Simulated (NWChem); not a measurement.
CH₆OSeSi; SMILES CO[SiH2][SeH]

```xyz
10

Si     0.9701     0.6214    -0.1086
Se    -0.1789    -1.3507     0.0581
O      0.1056     1.9415     0.3993
C     -1.1204     2.3604    -0.1343
H      2.1299     0.5194     0.8105
H      1.3806     0.7801    -1.5368
H     -0.7401    -1.2319    -1.2965
H     -1.8938     1.5759    -0.0453
H     -1.4631     3.2444     0.4238
H     -1.0334     2.6419    -1.2003
```
Atoms are numbered in this order, from 1.

All runs: NWChem. Pople sets run with spherical d functions. Structure relaxed at the PBE0/def2-SVP level. B3LYP is NWChem's, with the RPA form of VWN correlation. Total energies compare along this basis series because the functional is fixed.

```csv
level,basis functions,energy (Ha),highest occupied level (eV),orbital gap (eV),dipole (D)
B3LYP/STO-3G,43,-2776.4473,[?],[?],2.06
B3LYP/3-21G,65,-2794.5026,-6.74,7.21,2.02
B3LYP/6-31G*,90,-2807.7678,-6.80,7.05,1.79
B3LYP/6-311G**,142,-2808.0987,-6.93,6.59,1.66
```

### Question
Complete the blanks.

### Answer

- B3LYP/STO-3G, highest occupied level (eV): -3.87
- B3LYP/STO-3G, orbital gap (eV): 8.43
